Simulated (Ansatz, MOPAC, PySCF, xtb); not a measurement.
Isomers of C5H10: 1 is C1CCCC1, 2 is CC1(C)CC1; one conformer of each (the lowest of an xTB search), B3LYP-D3(BJ)/def2-TZVP minima.
Isomer 1 (charge 0, multiplicity 1):
```xyz
15

C     -0.0313    -1.2463     0.3006
C      1.1887    -0.4576    -0.1863
C      0.7998     1.0218     0.0233
C     -0.7538     1.0529     0.0559
C     -1.2071    -0.3986    -0.1936
H     -0.0372    -1.2895     1.3944
H     -0.0544    -2.2729    -0.0684
H      2.1102    -0.7279     0.3309
H      1.3455    -0.6573    -1.2499
H      1.2053     1.3915     0.9665
H      1.2060     1.6585    -0.7631
H     -1.1692     1.7415    -0.6804
H     -1.1023     1.3904     1.0338
H     -2.1499    -0.6371     0.3007
H     -1.3503    -0.5694    -1.2645
```
Isomer 2 (charge 0, multiplicity 1):
| atom | x (Å) | y (Å) | z (Å) |
|---|---|---|---|
| C | 0.7732 | -1.3212 | -0.2715 |
| C | 0.0755 | -0.0050 | -0.0147 |
| C | 0.9806 | 1.2044 | -0.0705 |
| C | -1.0591 | 0.0096 | 0.9725 |
| C | -1.3379 | 0.1500 | -0.5051 |
| H | 1.2351 | -1.3318 | -1.2626 |
| H | 0.0747 | -2.1581 | -0.2191 |
| H | 1.5615 | -1.4960 | 0.4659 |
| H | 1.4513 | 1.2953 | -1.0533 |
| H | 1.7769 | 1.1313 | 0.6753 |
| H | 0.4262 | 2.1248 | 0.1212 |
| H | -1.1824 | 0.8851 | 1.5968 |
| H | -1.3308 | -0.9214 | 1.4531 |
| H | -1.6483 | 1.1197 | -0.8722 |
| H | -1.7966 | -0.6867 | -1.0159 |

No zero-point or thermal terms.

The state that PM3 reach isn't checked.

Programs: Ansatz (a first-principles code); MOPAC for PM3 (differences of heats of formation); PySCF for the dispersion terms; xtb for the GFN methods. Values without a source in brackets are computed.

Q: One of these levels gives 19.22 kcal/mol for the electronic energy of isomer 2 less that of isomer 1. Which?
(A) GFN1-xTB
(B) PBE0-D3(BJ)/def2-TZVPP
(C) BLYP-D4/def2-TZVPP
(D) PM3

A: A, GFN1-xTB. The others give 23.53 (PM3), 15.77 (BLYP-D4/def2-TZVPP), 17.36 (PBE0-D3(BJ)/def2-TZVPP)
